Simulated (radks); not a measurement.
Q: Excited configurations of Mo37+: one electron is placed in a higher orbital outside [He] 2s2. The ground configuration is [He] 2s2 2p1. Method: scalar-relativistic Kohn-Sham, PBEsol, spin-polarised, spherical densities, finite nucleus; open shells are filled with parallel spins first (spin-orbit coupling, left out, can overturn this in heavy ions); Fermi nuclear charge, rms radius 4.4091 fm; computed with a radial shooting solver on a logarithmic mesh with Libxc functionals. Excitation = E - E(ground); binding = E(ion) - E, where the ion is the core of charge +38; n* = 38/sqrt(2 binding) in atomic units. These energies are relativistic, and a one-electron ion of charge +38 with no core already has n* below n in this formula (scalar-relativistic equation, point nucleus: 3s 2.970, 3p 2.984, 3d 2.994, 4p 3.982, 4f 3.996, 5s 4.967, 5f 4.995, 6p 5.979, 6d 5.989, 6f 5.994, 7d 6.989, 7f 6.993). The quantum defect is therefore taken as that value minus n*, so that it holds no relativistic shift of the bare ion.

| outer orbital | excitation (eV) | binding (eV) | n* | quantum defect | eigenvalue (eV) | <r> (bohr) |
|---|---|---|---|---|---|---|
| 3s | 2877.5 | 2330.6 | 2.903 | 0.067 | -2303.0 | 0.3332 |
| 3p | 2937.4 | 2270.8 | 2.941 | 0.043 | -2240.8 | 0.3157 |
| 3d | 2989.4 | 2218.8 | 2.976 | 0.019 | -2181.3 | 0.2701 |
| 4p | 3939.4 | 1268.7 | 3.935 | 0.046 | -1253.2 | 0.5859 |
| 4f | 3975.8 | 1232.3 | 3.993 | 0.003 | -1212.9 | 0.4705 |
| 5s | 4387.3 | 820.86 | 4.892 | 0.074 | -811.77 | 0.9462 |
| 6p | 4648.4 | 559.69 | 5.925 | 0.054 | -553.60 | 1.362 |
| 6d | 4654.2 | 553.91 | 5.956 | 0.034 | -547.50 | 1.323 |
| 6f | 4657.8 | 550.33 | 5.975 | 0.019 | -543.41 | 1.253 |
| 7d | 4801.3 | 406.78 | 6.950 | 0.039 | -402.22 | 1.831 |
| 7f | 4803.5 | 404.61 | 6.968 | 0.025 | -399.87 | 1.762 |

Estimate the row for 5f.

A: excitation (eV) 4416.8; binding (eV) 791.34; n* 4.983; quantum defect 0.012; eigenvalue (eV) -780.33; <r> (bohr) 0.8227. The Delta-SCF ionisation energy is 5208.1 eV (NIST Atomic Spectra Database: 5287 eV, semi-empirical). Self-interaction in the functional shifts the binding energies and quantum defects, so they are the method's values and not measured ones. Open shells are spherical and high-spin; term and fine-structure splittings are not resolved.
